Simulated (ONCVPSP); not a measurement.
## S: excitation energies, all-electron against ONCV

S, optimised norm-conserving Vanderbilt (ONCV), made with ONCVPSP 4.0.1 (PBE, scalar-relativistic). Core [Ne], reference 3s1.75 3p4.25. Waves: 3s: rc 1.35 bohr, ncon 4, nbas 7, qcut 4.9 1/bohr, 2 projectors, debl 1.4 Ha; 3p: rc 1.40 bohr, ncon 3, nbas 6, qcut 5 1/bohr, 2 projectors, debl 3.9 Ha; d scattering state at 0.09 Ha: rc 1.15 bohr, ncon 4, nbas 7, qcut 8.9 1/bohr, 2 projectors, debl 2.2 Ha. Local part: polynomial inside 0.95 bohr (lpopt 5, dvloc0 1 Ha). Core correction: Teter function, fcfact 1.5, rcfact 1.2.

Energies are relative to the spin-unpolarised reference configuration 3s1.75 3p4.25; without spin polarisation the order of configurations can differ from experiment.

```tsv
valence configuration	charge	ΔE all-electron (eV)	error AE − PS (meV)
3s2 3p4	0	-2.566	+0.1
3s1 3p5	0	7.745	-0.4
```

**Question.** What are ΔE and the potential's error for 3s2 3p3?

**Answer.** ΔE = 9.203 eV all-electron; the error (AE − PS) is -0.1 meV.

**Question.** What are ΔE and the potential's error for 3s2 3p2?

**Answer.** ΔE = 31.486 eV all-electron; the error (AE − PS) is +4.2 meV.

Note: no bound ghost flagged; GHOST(+) flagged for s at 98.7 eV.
